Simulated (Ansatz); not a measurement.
Reaction (SMILES): [SiH2]=C (CH2-SiH2) → C=[SiH-] + H+
B3LYP-D3(BJ)/def2-TZVP geometries, fixed; electronic energies without zero-point terms.

The deprotonation energy at CCSD(T) with Ansatz (an electronic-structure program), in kcal/mol, split into its Hartree-Fock and correlation parts. Cores are frozen. A restricted Hartree-Fock determinant is unstable towards unrestricted orbitals. The proton leaves the site shown, which need not be the most acidic. No added dispersion term, no relativity. Functions are those of the species that has most. These sets lack the diffuse functions that anions need.

| basis | X | functions | Hartree-Fock | CCSD(T) |
|---|---|---|---|---|
| cc-pV(D+d)Z | 2 | 57 | 373.77 | 372.09 |
| cc-pV(T+d)Z | 3 | 125 | 372.06 | 367.82 |
| cc-pV(Q+d)Z | 4 | 239 | 369.90 | 365.13 |

Worked estimate of the basis-set limit from each neighbouring pair, with Hartree-Fock from the larger set and the correlation part extrapolated as X^-3.
Correlation parts: X = 2: -1.68, X = 3: -4.24, X = 4: -4.77.
- (2,3): (27·(-4.24) - 8·(-1.68))/19 = -5.32; with Hartree-Fock 372.06 the estimate is 366.74 kcal/mol.
- (3,4): (64·(-4.77) - 27·(-4.24))/37 = -5.16; with Hartree-Fock 369.90 the estimate is 364.74 kcal/mol.
The last two estimates differ by 2.00 kcal/mol; the largest set lies 0.39 from the last. Over the last step Hartree-Fock moves by -2.16 and the correlation part by -0.53.
